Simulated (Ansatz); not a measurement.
`C[CH](C)[Sn][OH]` + HCl → `[OH][Sn][Cl]` + `CCC` at 700 K and 1 bar (ligand exchange at the Sn–C bond).

Gas-phase electronic energies from Ansatz, PBE0-D4/def2-TZVP geometries. CCSD(T)/CBS is the MP2 limit (def2-TZVPP, def2-QZVPP) plus CCSD(T) − MP2 in def2-TZVPP, frozen cores. This one scheme is used for every species. def2 core potentials past Kr. For Sn outer-core shells are correlated without core-valence functions, which leaves a few kJ/mol of doubt a bond. One conformer a species, not always the lowest.

| species | CCSD(T)/CBS energy (Eh) | H − E (kJ/mol) | S (J/(mol·K)) |
| --- | --- | --- | --- |
| `C[CH](C)[Sn][OH]` | -408.19675 | 364.1 | 511.0 |
| HCl | -460.38127 | 38.4 | 211.8 |
| `[OH][Sn][Cl]` | -749.66523 | 78.0 | 362.1 |
| `CCC` | -118.98051 | 329.4 | 356.3 |

H − E and S are ideal-gas, rigid-rotor, harmonic terms from PBE0-D4/def2-TZVP, for one conformer and one mirror image of each species. 1 Eh = 2625.50 kJ/mol, R = 8.31446 J/(mol·K).

Problem. By hand: ΔE, ΔH, ΔS and ΔG.

Solution. ΔE = (-749.66523) + (-118.98051) − (-408.19675) − (-460.38127) = -0.06772 Eh = -177.8 kJ/mol. Δ(H − E) = 78.0 + 329.4 − 364.1 − 38.4 = 4.9, so ΔH = -172.9 kJ/mol. ΔS = 362.1 + 356.3 − 511.0 − 211.8 = -4.4 J/(mol·K). ΔG = -172.9 − 700 × (-4.4)/1000 = -169.8 kJ/mol.

Problem. By hand: the equilibrium constant, and the temperature at which ΔG would vanish if ΔH and ΔS stayed fixed.

Solution. log₁₀ K = −ΔG/(RT ln 10) = 12.7. ΔG = 0 at ΔH/ΔS = 39295 K, far beyond where these terms or the molecules hold.

The number of gas molecules stays the same, so ΔS is small and ΔH decides. A doubt of 5 kJ/mol in ΔE shifts log₁₀ K by 0.4 here. Other conformers and mirror images would add mixing entropy, several J/(mol·K) or more a flexible species. Modes under 60 cm⁻¹, often nearly free rotors, make the harmonic entropy too high. These are equilibria of isolated gas molecules and say nothing of rates. Largest T1 diagnostic: 0.017 (customary marks: 0.02 for closed shells, 0.045 for open ones).
